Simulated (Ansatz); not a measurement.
Ansatz (a first-principles code) input:
A basis named .json is the Basis Set Exchange file of that set.

Ansatz 0.2 input:
```yaml
crystal:
  periodic: [false, false, false]
  atoms:
    - {symbol: Sn, position_ang: [-0.29848630, 0.39766757, -0.25872627]}
    - {symbol: O, position_ang: [-1.41522141, -1.25126032, -0.29809351]}
    - {symbol: Cl, position_ang: [1.54388745, -0.58078211, 0.90123890]}
basis:
  gaussian:
    orbitals: def2-TZVPPD.json
magnetization: {spin_polarized: true, initial_magnetization: 1}
correlation: {method: ccsd_t, electrons: outside_noble_gas}
```

Task: What final total energy does it print?

Result: -748.30483 Eh (CCSD(T)/def2-TZVPPD). The basis has 147 functions.

It need not be the lowest isomer of its formula.
